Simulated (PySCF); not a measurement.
## Unknowns

Calculated, not measured (PySCF): geometry: GFN2-xTB, PBE0/pcSseg-1 with gauge-including orbitals. No relativistic terms, in vacuum, single conformer, equivalent nuclei averaged.

Scale: TMS for ¹H and ¹³C (reference shieldings calculated alike). Where no couplings were computed, multiplicities follow the n + 1 count of equivalent neighbours, and m marks all less simple cases (inequivalent or close neighbours, rings, F or P nearby). Shifts are as computed. Against solution values, carbons near 30 ppm lie about +3 ppm off and those near 130 ppm about +5 ppm. Of 1309 compounds with measured shifts, 239 miss one by over three times the rms of a fit or turn the order of signals round; such compounds aren't used in these exercises.

Q: C4H12O2Si3. ¹H NMR (300 MHz, computed): δ 10.23 (d, 1H), 6.80 (d, 1H), 5.84 (q, 2H), 5.16 (s, 2H), 3.52 (t, 3H), 2.41 (s, 3H). ¹³C{¹H} NMR (computed): δ 193.6, 175.2, 139.2, 22.3. Identify the compound.

A: `InChI=1S/C4H12O2Si3/c1-4(2-3-5)8-6-9-7/h2-3H,8-9H2,1,7H3/b4-2+`. The formula gives 2 degrees of unsaturation (no ring in the answer). 4 carbon signals for 4 carbons: no two carbons are equivalent. Carbon types of the structure: 1 × C, 2 × CH, 1 × CH3, leaving 7 H on heteroatoms. δC 193.6: aldehyde carbonyl carbon; low-lying n→π* states of the double bond to the heteroatom give a large paramagnetic term (-252 ppm). δC 175.2: β carbon of a C=C–C=O unit; conjugation with the carbonyl draws π density from the β position. δC 139.2: α carbon of a C=C–C=O unit; the olefinic region. δH 10.23: hydrogen on an aldehyde carbonyl carbon; deshielded by the polar, anisotropic C=O bond.

The shifts were computed for this structure.

Q: C7H9NSi. ¹H NMR (300 MHz, computed): δ 7.04 (d, 1H), 4.91 (sept, 1H), 3.79 (d, 1H), 0.42 (d, 6H). ¹³C{¹H} NMR (computed): δ 146.1 (CH), 136.2 (C), 124.4 (C), 107.5 (CH), 86.2 (C), -4.2 (CH3). Identify the compound.

A: `C#C/C=C(/C#N)[SiH](C)C`. The formula gives 5 degrees of unsaturation (no ring in the answer). 6 carbon signals for 7 carbons: some carbons are equivalent by symmetry or fast rotation. Carbon types of the structure: 3 × C, 2 × CH, 2 × CH3, leaving 1 H on heteroatoms. δC 146.1: alkene CH; as expected for a trigonal carbon in a double bond. δC 136.2: fully substituted alkene carbon; the olefinic region. δC 124.4: nitrile carbon; typical of a nitrile. δC 86.2: alkyne carbon; the triple bond shields along its axis, which puts it between sp3 and sp2 carbons.

This is the structure that produced the data.
